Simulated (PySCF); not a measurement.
# Ge¹⁴⁺ (germanium, charge +14): Hartree-Fock from Schrödinger to Dirac-Coulomb-Breit

Occupied: 1s1/2, 2s1/2, 2p1/2, 2p3/2, 3s1/2, 3p1/2, 3p3/2. Hartree-Fock calculated with PySCF 2.14 in an uncontracted even-tempered set (18 s from 0.5 bohr⁻², ratio 2.7; 13 p from 0.6 bohr⁻², ratio 2.7), Gaussian nucleus throughout. NR is non-relativistic, sf-X2C the spin-free one-electron X2C Hamiltonian, X2C adds the bare one-electron spin-orbit term, X2C-SNSO screens it by Boettger's factors, DC is four-component Dirac-Coulomb, and the Gaunt and Breit terms are added at first order (total energies over the DC spinors, levels after relaxing the spinors in that mean field). QED terms are absent. Levels marked empty are virtual spinors of this ion; the basis has s and p functions only, so 3d, which can lie below the n = 4 levels, is absent.

```
Hamiltonian  E (hartree)  E − E(DC) (hartree)  CPU seconds
         NR   -1984.4455              22.4399         0.27
     sf-X2C   -2006.4638               0.4216         0.15
        X2C   -2006.5584               0.3269         0.23
   X2C-SNSO   -2006.5468               0.3385         0.27
         DC   -2006.8854               0.0000           11
   DC+Gaunt   -2005.8450               1.0403           20
   DC+Breit   -2005.9407               0.9446           65
```

| level (eV) | NR | sf-X2C | X2C | X2C-SNSO | DC | DC+Gaunt | DC+Breit |
| --- | --- | --- | --- | --- | --- | --- | --- |
| 1s1/2 | -11493.8 | -11645.6 | -11645.3 | -11645.4 | -11651.5 | -11635.6 | -11636.6 |
| 2s1/2 | -1889.3 | -1924.3 | -1924.2 | -1924.2 | -1924.8 | -1923.6 | -1923.6 |
| 2p1/2 | -1728.8 | -1736.3 | -1759.9 | -1758.3 | -1758.4 | -1756.2 | -1756.5 |
| 2p3/2 | -1728.8 | -1736.3 | -1724.9 | -1725.6 | -1726.1 | -1724.5 | -1724.7 |
| 3s1/2 | -587.45 | -595.29 | -595.27 | -595.28 | -595.38 | -595.17 | -595.18 |
| 3p1/2 | -527.78 | -529.89 | -534.38 | -534.09 | -534.10 | -533.71 | -533.76 |
| 3p3/2 | -527.78 | -529.89 | -527.72 | -527.86 | -527.93 | -527.67 | -527.72 |
| 4s1/2 (empty) | -245.90 | -248.30 | -248.29 | -248.30 | -248.32 | -248.26 | -248.26 |
| 4p1/2 (empty) | -227.36 | -228.12 | -229.37 | -229.29 | -229.29 | -229.18 | -229.19 |
| 4p3/2 (empty) | -227.36 | -228.12 | -227.52 | -227.56 | -227.58 | -227.50 | -227.52 |

```json
{"interval (eV)": "2p3/2 − 2p1/2", "X2C": "34.94", "X2C-SNSO": "32.72", "DC": "32.36", "DC+Gaunt": "31.71", "DC+Breit": "31.71"}
{"interval (eV)": "3p3/2 − 3p1/2", "X2C": "6.658", "X2C-SNSO": "6.235", "DC": "6.166", "DC+Gaunt": "6.038", "DC+Breit": "6.039"}
{"interval (eV)": "4p3/2 − 4p1/2", "X2C": "1.851", "X2C-SNSO": "1.733", "DC": "1.716", "DC+Gaunt": "1.679", "DC+Breit": "1.679"}
```

Weight of the small component: 1s1/2 0.0134, 2s1/2 0.00265, 2p1/2 0.00261, 2p3/2 0.00256, 3s1/2 0.000775, 3p1/2 0.000734, 3p3/2 0.000724, 4s1/2 0.000293, 4p1/2 0.000274, 4p3/2 0.000271.

Koopmans' value for the highest occupied level at DC+Breit: 527.72 eV, against an ionisation energy of 527.9 ± 1.6 eV (semi-empirical (NIST evaluation); NIST Atomic Spectra Database, ionization energies); the former lacks relaxation, correlation, QED and recoil.

The whole ladder took 100 s of wall time on 1 thread of Intel(R) Xeon(R) Platinum 8375C CPU @ 2.90GHz (shared host), launched as `OMP_NUM_THREADS=1 python relrun2.py TASK.json OUT` (a driver that calls PySCF for each Hamiltonian).
